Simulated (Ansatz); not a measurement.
## Nudged elastic band run: Cl2H6SiSn

Input:

```yaml
crystal:
  periodic: [false, false, false]
  atoms:
    - { symbol: Sn, position_ang: [-0.206443, 0.714443, -0.143551] }
    - { symbol: Cl, position_ang: [-0.925255, 1.089661, 2.078776] }
    - { symbol: H, position_ang: [1.504475, 0.553944, -0.1198] }
    - { symbol: H, position_ang: [-0.912969, 1.928521, -1.13561] }
    - { symbol: Cl, position_ang: [-1.110125, -1.364987, -0.836695] }
    - { symbol: Si, position_ang: [1.324551, -3.18801, 1.43021] }
    - { symbol: H, position_ang: [0.191884, -4.143717, 1.185042] }
    - { symbol: H, position_ang: [1.965095, -2.805683, 0.125639] }
    - { symbol: H, position_ang: [2.356503, -3.849866, 2.304045] }
    - { symbol: H, position_ang: [0.815187, -1.954505, 2.124142] }
basis:
  gaussian: { orbitals: def2-SVP }
hamiltonian:
  xc: pbe
neb:
  order_check: false
  images: 6
  f_tol: 0.05
  max_iterations: 60
  climbing: false
  final_atoms:
    - { symbol: Sn, position_ang: [0.13744818, -0.46749542, -0.33838006] }
    - { symbol: Cl, position_ang: [0.30184897, 0.44846703, 3.13013021] }
    - { symbol: H, position_ang: [1.353021, 0.75853576, -0.38287196] }
    - { symbol: H, position_ang: [-1.39900866, 0.16129315, 0.12795071] }
    - { symbol: Cl, position_ang: [-0.15697229, -1.12347029, -2.62810406] }
    - { symbol: Si, position_ang: [0.85571273, -2.69332651, 0.77706164] }
    - { symbol: H, position_ang: [-0.32206611, -3.62256501, 0.86480621] }
    - { symbol: H, position_ang: [1.94690807, -3.32969461, -0.03581778] }
    - { symbol: H, position_ang: [1.3827401, -2.46502412, 2.17506841] }
    - { symbol: H, position_ang: [0.90327101, -0.68691898, 3.32235469] }
  initial_path:
    images:
      - { positions_ang: [[-0.206443, 0.714443, -0.143551], [-0.925255, 1.089661, 2.078776], [1.504475, 0.553944, -0.1198], [-0.912969, 1.928521, -1.13561], [-1.110125, -1.364987, -0.836695], [1.324551, -3.18801, 1.43021], [0.191884, -4.143717, 1.185042], [1.965095, -2.805683, 0.125639], [2.356503, -3.849866, 2.304045], [0.815187, -1.954505, 2.124142]] }
      - { positions_ang: [[-0.14214656, 0.51059688, -0.10571036], [-0.67461091, 0.77817301, 2.27000779], [1.55259526, 0.39548957, -0.24292877], [-0.87641189, 1.78382205, -0.98523176], [-1.10698069, -1.53608328, -0.83818441], [1.24211279, -2.97576225, 1.27736418], [0.17303747, -3.96607056, 0.99391097], [2.07376006, -2.77009655, 0.1737816], [2.01690925, -3.43834548, 2.31685373], [0.74463822, -1.80192239, 2.15233503]] }
      - { positions_ang: [[-0.07785011, 0.30675076, -0.06786972], [-0.42396683, 0.46668502, 2.46123958], [1.60071551, 0.23703514, -0.36605754], [-0.83985478, 1.6391231, -0.83485351], [-1.10383637, -1.70717957, -0.83967382], [1.15967458, -2.7635145, 1.12451836], [0.15419094, -3.78842411, 0.80277993], [2.18242512, -2.7345101, 0.22192421], [1.67731551, -3.02682496, 2.32966246], [0.67408944, -1.64933978, 2.18052806]] }
      - { positions_ang: [[-0.01355367, 0.10290464, -0.03002909], [-0.17332274, 0.15519704, 2.65247137], [1.64883577, 0.07858071, -0.48918631], [-0.80329767, 1.49442414, -0.68447527], [-1.10069206, -1.87827585, -0.84116323], [1.07723636, -2.55126675, 0.97167255], [0.13534441, -3.61077767, 0.6116489], [2.29109018, -2.69892365, 0.27006681], [1.33772176, -2.61530445, 2.34247118], [0.60354066, -1.49675717, 2.20872109]] }
      - { positions_ang: [[0.03557364, -0.0659437, -0.05786181], [0.00197782, 0.0635979, 2.80266483], [1.62719948, 0.1078081, -0.52676802], [-0.87273191, 1.24196302, -0.5039666], [-0.96452739, -1.84377346, -1.09707881], [1.01025947, -2.48059768, 0.87836564], [0.06192297, -3.53632738, 0.56590093], [2.28849205, -2.77378245, 0.24700156], [1.19861277, -2.41746989, 2.32404596], [0.61612409, -1.31567346, 2.37989433]] }
      - { positions_ang: [[0.06953182, -0.19979428, -0.15136789], [0.10193487, 0.19188761, 2.91181996], [1.53580665, 0.32471732, -0.47880267], [-1.04815749, 0.88173973, -0.2933275], [-0.69534236, -1.6036724, -1.60742056], [0.95874389, -2.55150729, 0.84459764], [-0.06607339, -3.56507326, 0.66553602], [2.17463072, -2.9590865, 0.15272845], [1.25998855, -2.4333213, 2.27438677], [0.71183973, -1.10608863, 2.69404779]] }
      - { positions_ang: [[0.10349, -0.33364485, -0.24487398], [0.20189192, 0.32017732, 3.02097508], [1.44441383, 0.54162654, -0.43083731], [-1.22358307, 0.52151644, -0.08268839], [-0.42615733, -1.36357135, -2.11776231], [0.90722831, -2.6224169, 0.81082964], [-0.19406975, -3.59381913, 0.76517111], [2.0607694, -3.14439056, 0.05845533], [1.32136433, -2.44917271, 2.22472759], [0.80755537, -0.89650381, 3.00820124]] }
      - { positions_ang: [[0.13744818, -0.46749542, -0.33838006], [0.30184897, 0.44846703, 3.13013021], [1.353021, 0.75853576, -0.38287196], [-1.39900866, 0.16129315, 0.12795071], [-0.15697229, -1.12347029, -2.62810406], [0.85571273, -2.69332651, 0.77706164], [-0.32206611, -3.62256501, 0.86480621], [1.94690807, -3.32969461, -0.03581778], [1.3827401, -2.46502412, 2.17506841], [0.90327101, -0.68691898, 3.32235469]] }
```

Launched with:

```bash
$ ansatz run input.yaml --threads 4 --pin off --max-ram 5120MiB --backend cpu --events-out ev --progress --plain --runs-dir out
```

Output, in part (warnings, iteration lines, the closing report on the highest movable image, with atoms numbered from 0):

```
NEB end point (image 0): max|allowed force component| = 2.437e-2 eV/Å (the criterion of neb.relax_end_points is 1.000e-2)
NEB end point (image 7): max|allowed force component| = 2.925e-2 eV/Å (the criterion of neb.relax_end_points is 1.000e-2)
NEB iter   1: max|band force component| = 4.118e0 eV/Å  barrier→ = 3.6434 eV  barrier← = 3.1209 eV  Δτ_max = 0.2000 Å  (218 SCF iters)
NEB iter   2: max|band force component| = 1.400e0 eV/Å  barrier→ = 2.3889 eV  barrier← = 1.8663 eV  Δτ_max = 0.2000 Å  (189 SCF iters)
NEB iter   3: max|band force component| = 8.425e-1 eV/Å  barrier→ = 1.7704 eV  barrier← = 1.2479 eV  Δτ_max = 0.2000 Å  (160 SCF iters)
NEB iter   4: max|band force component| = 9.886e-1 eV/Å  barrier→ = 1.4656 eV  barrier← = 0.9431 eV  Δτ_max = 0.1007 Å  (160 SCF iters)
NEB iter   5: max|band force component| = 4.262e-1 eV/Å  barrier→ = 1.3984 eV  barrier← = 0.8759 eV  Δτ_max = 0.1992 Å  (161 SCF iters)
NEB iter   6: max|band force component| = 3.664e-1 eV/Å  barrier→ = 1.4372 eV  barrier← = 0.9147 eV  Δτ_max = 0.1598 Å  (158 SCF iters)
NEB iter   7: max|band force component| = 4.971e-1 eV/Å  barrier→ = 1.4573 eV  barrier← = 0.9347 eV  Δτ_max = 0.0798 Å  (160 SCF iters)
NEB iter   8: max|band force component| = 1.492e-1 eV/Å  barrier→ = 1.4999 eV  barrier← = 0.9773 eV  Δτ_max = 0.1590 Å  (162 SCF iters)
NEB iter   9: max|band force component| = 3.015e-1 eV/Å  barrier→ = 1.6148 eV  barrier← = 1.0922 eV  Δτ_max = 0.0799 Å  (158 SCF iters)
NEB iter  10: max|band force component| = 9.514e-2 eV/Å  barrier→ = 1.6112 eV  barrier← = 1.0887 eV  Δτ_max = 0.1574 Å  (160 SCF iters)
NEB iter  11: max|band force component| = 3.622e-1 eV/Å  barrier→ = 1.4850 eV  barrier← = 0.9624 eV  Δτ_max = 0.0793 Å  (161 SCF iters)
NEB iter  12: max|band force component| = 1.413e-1 eV/Å  barrier→ = 1.4301 eV  barrier← = 0.9075 eV  Δτ_max = 0.0616 Å  (161 SCF iters)
NEB iter  13: max|band force component| = 6.321e-2 eV/Å  barrier→ = 1.4427 eV  barrier← = 0.9201 eV  Δτ_max = 0.1593 Å  (161 SCF iters)
NEB iter  14: max|band force component| = 1.110e-1 eV/Å  barrier→ = 1.5446 eV  barrier← = 1.0221 eV  Δτ_max = 0.0792 Å  (157 SCF iters)
NEB iter  15: max|band force component| = 5.196e-2 eV/Å  barrier→ = 1.5320 eV  barrier← = 1.0095 eV  Δτ_max = 0.0610 Å  (161 SCF iters)
NEB iter  16: max|band force component| = 3.355e-2 eV/Å  barrier→ = 1.4805 eV  barrier← = 0.9580 eV  Δτ_max = 0.0000 Å  (310 SCF iters)
Total energy: -38826.63040220 eV, -1426.8523496453 hartree
Atom 0 at     0.164393    -0.241037    -0.063834 Å, force     0.084418    -0.327468    -0.219297 eV/Å
Atom 1 at     0.052237     0.320794     2.825100 Å, force     0.081165    -0.171796     0.313911 eV/Å
Atom 2 at     1.750357     0.333024    -0.454906 Å, force    -0.009111     0.062297    -0.143463 eV/Å
Atom 3 at    -1.027679     1.022273    -0.126038 Å, force     0.089007    -0.251686     0.198633 eV/Å
Atom 4 at    -0.755503    -1.759177    -1.684916 Å, force     0.014235    -0.020072    -0.362155 eV/Å
Atom 5 at     0.967180    -2.620134     1.081002 Å, force    -0.057475     0.071495    -0.182076 eV/Å
Atom 6 at    -0.123265    -3.643903     0.978820 Å, force    -0.022434     0.036117    -0.031421 eV/Å
Atom 7 at     1.965064    -2.723325    -0.034173 Å, force     0.055809    -0.172715    -0.038604 eV/Å
Atom 8 at     1.725175    -2.843022     2.379186 Å, force    -0.143925     0.258058    -0.077895 eV/Å
Atom 9 at     0.284943    -0.865692     2.111958 Å, force    -0.091689     0.515770     0.542365 eV/Å
Dipole moment:     0.192105     0.131464     0.202975 e Å
```

The forces met the threshold. No image climbed, so the highest image needn't sit at the top of the path. The orbitals stay closed-shell, which can raise the energy where a bond breaks towards radicals; this wasn't checked here.

Final band (atoms are numbered from 1 in the order of the input):

| image | path coordinate (Å) | energy (eV) | Sn1–Cl2 (Å) | Si6–H10 (Å) | Sn1–Si6 (Å) |
| --- | --- | --- | --- | --- | --- |
| 0 | 0.00 | 0.00 | 2.37 | 1.50 | 4.48 |
| 1 | 0.91 | 0.05 | 2.37 | 1.50 | 4.13 |
| 2 | 1.81 | 0.34 | 2.40 | 1.50 | 3.66 |
| 3 | 2.72 | 1.13 | 2.53 | 1.58 | 3.12 |
| 4 | 3.62 | 1.48 | 2.95 | 2.15 | 2.76 |
| 5 | 4.53 | 0.81 | 3.40 | 2.53 | 2.61 |
| 6 | 5.44 | 0.57 | 3.59 | 2.85 | 2.59 |
| 7 | 6.34 | 0.52 | 3.59 | 3.24 | 2.59 |

Time of the run: 97 s on 4 threads of Arm Neoverse V2, on a shared host, peak memory 0.17 GiB.
